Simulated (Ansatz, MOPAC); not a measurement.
Species: CH₅BNO₂, net charge 0, doublet state. SMILES: [CH2]NB(O)O

Atoms: C1, N2, B3, O4, O5, H6, H7, H8, H9, H10. Bonds: C1-N2, C1-H6, C1-H7, N2-B3, N2-H8, B3-O4, B3-O5, O4-H9, O5-H10.

Bond lengths (Å) and angles (degrees) optimised at AM1 with MOPAC; PM3 with MOPAC; PM7 with MOPAC; MNDO with MOPAC; HF/STO-3G with Ansatz (a quantum-chemistry and plane-wave program); B3LYP/LANL2DZ with Ansatz, each started from the B3LYP-D3(BJ)/def2-TZVP structure (Ansatz) of the last column. A row stands for all coordinates that are equal there; 11 of 19 kinds are shown. No wavenumbers were computed at MNDO, HF/STO-3G, B3LYP/LANL2DZ, so these may be saddle points.

```json
[
 {"coordinate": "C1-N2", "AM1": "1.360", "PM3": "1.380", "PM7": "1.357", "MNDO": "1.386", "HF/STO-3G": "1.424", "B3LYP/LANL2DZ": "1.401", "B3LYP-D3(BJ)/def2-TZVP": "1.381"},
 {"coordinate": "C1-H6", "AM1": "1.092", "PM3": "1.084", "PM7": "1.071", "MNDO": "1.083", "HF/STO-3G": "1.085", "B3LYP/LANL2DZ": "1.083", "B3LYP-D3(BJ)/def2-TZVP": "1.079"},
 {"coordinate": "C1-H7", "AM1": "1.093", "PM3": "1.084", "PM7": "1.073", "MNDO": "1.085", "HF/STO-3G": "1.084", "B3LYP/LANL2DZ": "1.082", "B3LYP-D3(BJ)/def2-TZVP": "1.077"},
 {"coordinate": "N2-B3", "AM1": "1.406", "PM3": "1.475", "PM7": "1.423", "MNDO": "1.441", "HF/STO-3G": "1.426", "B3LYP/LANL2DZ": "1.430", "B3LYP-D3(BJ)/def2-TZVP": "1.431"},
 {"coordinate": "N2-H8", "AM1": "0.989", "PM3": "0.990", "PM7": "1.013", "MNDO": "1.002", "HF/STO-3G": "1.019", "B3LYP/LANL2DZ": "1.015", "B3LYP-D3(BJ)/def2-TZVP": "1.008"},
 {"coordinate": "B3-O4", "AM1": "1.373", "PM3": "1.384", "PM7": "1.412", "MNDO": "1.373", "HF/STO-3G": "1.367", "B3LYP/LANL2DZ": "1.388", "B3LYP-D3(BJ)/def2-TZVP": "1.374"},
 {"coordinate": "B3-O5", "AM1": "1.372", "PM3": "1.381", "PM7": "1.414", "MNDO": "1.371", "HF/STO-3G": "1.367", "B3LYP/LANL2DZ": "1.387", "B3LYP-D3(BJ)/def2-TZVP": "1.372"},
 {"coordinate": "O4-H9", "AM1": "0.958", "PM3": "0.945", "PM7": "0.954", "MNDO": "0.942", "HF/STO-3G": "0.979", "B3LYP/LANL2DZ": "0.971", "B3LYP-D3(BJ)/def2-TZVP": "0.961"},
 {"coordinate": "C1-N2-B3", "AM1": "126.1", "PM3": "123.1", "PM7": "123.9", "MNDO": "129.5", "HF/STO-3G": "128.2", "B3LYP/LANL2DZ": "128.2", "B3LYP-D3(BJ)/def2-TZVP": "127.8"},
 {"coordinate": "N2-B3-O4", "AM1": "128.7", "PM3": "129.3", "PM7": "127.2", "MNDO": "126.0", "HF/STO-3G": "124.9", "B3LYP/LANL2DZ": "124.5", "B3LYP-D3(BJ)/def2-TZVP": "123.5"},
 {"coordinate": "N2-B3-O5", "AM1": "120.0", "PM3": "116.5", "PM7": "116.5", "MNDO": "116.4", "HF/STO-3G": "116.8", "B3LYP/LANL2DZ": "117.1", "B3LYP-D3(BJ)/def2-TZVP": "117.2"}
]
```

Mean signed difference of all 9 bond lengths from B3LYP-D3(BJ)/def2-TZVP: AM1 -0.004 Å, PM3 0.003 Å, PM7 0.004 Å, MNDO -0.002 Å, HF/STO-3G 0.010 Å, B3LYP/LANL2DZ 0.010 Å.
